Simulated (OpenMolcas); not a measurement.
# Pm3+: moving or changing the point charges

Pm3+ among 6 point charges of -1 e arranged as a tetragonal octahedron (D4h), 2.27 Å from the ion, with the axial distance 2.429 Å.
```
   2.2700    0.0000    0.0000  -1.00
   0.0000    2.2700    0.0000  -1.00
  -2.2700    0.0000    0.0000  -1.00
   0.0000   -2.2700    0.0000  -1.00
   0.0000    0.0000    2.4289  -1.00
   0.0000    0.0000   -2.4289  -1.00
```

* Program: OpenMolcas
* Method: CASSCF
* Basis: ANO-RCC-VDZP [7s6p4d2f1g]
* Scalar Hamiltonian: DKH2, point nucleus
* Active space: 4 electrons in 7 orbitals (4f)
* State averaging: 2S+1 = 5 even, 35 roots (33 in the spin-orbit step); 2S+1 = 3 even, 117 roots kept (CI in the orbitals of an earlier block, 106 in the spin-orbit step); 2S+1 = 1 even, 75 roots kept (CI in the orbitals of an earlier block, 31 in the spin-orbit step)
* Spin-orbit coupling: state interaction with AMFI integrals over the reference wave functions

Runs around this geometry, states (labels of D4, the rotations of D4h). Energies in cm-1 above the lowest state or level, χT in cm3 K/mol.

```csv
R (Å),q (e),Ground state,First state of that spin,First gap with spin-orbit (degeneracies),Width of lowest J,χT at 300 K
2.27,-0.5,5A1,5E 9.7,"7.6 (2, 1)",104,0.999
2.27,-1,5A1,5E 21.0,"14.2 (2, 1)",206,0.989
2.52,-1,5A1,5E 6.9,"14.1 (2, 1)",131,0.998
2.67,-1,5A1,5E 2.5,"13.2 (2, 1)",103,1.000
```

Taking the width of the lowest J multiplet as R^-n, n = -ln(103 / 206) / ln(2.67 / 2.27) = 4.3 between the shortest and longest distance.

Scaling the charges by -0.5 / -1 = 0.50 scales the width of the lowest J multiplet by 104 / 206 = 0.50; with fixed orbitals a first-order splitting would follow the charge.

High states are left out of the spin-orbit mixing, which shifts the levels that they would mix with. This is an electrostatic model: the charges have no orbitals. An unlabelled pair can be two single states that coincide in this model. A group larger than the point group allows holds several states that coincide in this model. No measured value stands beside these numbers.
